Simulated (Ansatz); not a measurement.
The cluster PdAu3 was relaxed with r2SCAN-D4 (def2-SVP) in Ansatz in these states: neutral doublet, neutral quartet. The geometries follow in no particular order.

In the def2 sets Au, Pd take a core potential; there is no spin–orbit coupling.

A:

Cartesian coordinates in Å:
```
Pd -0.5454 -1.0843 -0.6276
Au 2.0692 -0.6505 -0.6589
Au 0.5394 1.0727 0.6195
Au -2.0632 0.6622 0.6670
```

B:

Cartesian coordinates in Å:
```
Pd 1.2958 -0.0890 0.1478
Au 0.3710 1.1073 -1.9085
Au -1.4495 -0.0834 -0.2604
Au -0.2174 -0.9349 2.0211
```

**Question.** Judge from the bond lengths which geometry belongs to which state (an estimate).

**Answer.** A is the neutral doublet (Pd1–Au4 2.651 Å, Pd1–Au2 2.650 Å, Au3–Au4 2.635 Å); B is the neutral quartet (Pd1–Au4 2.552 Å, Pd1–Au2 2.552 Å, Au3–Au4 2.729 Å).

At PBE0-D4/def2-TZVP a doublet lies 1.55 eV below the neutral quartet. These are the stationary points nearest to one start from a short search; other shapes may lie lower in each state.
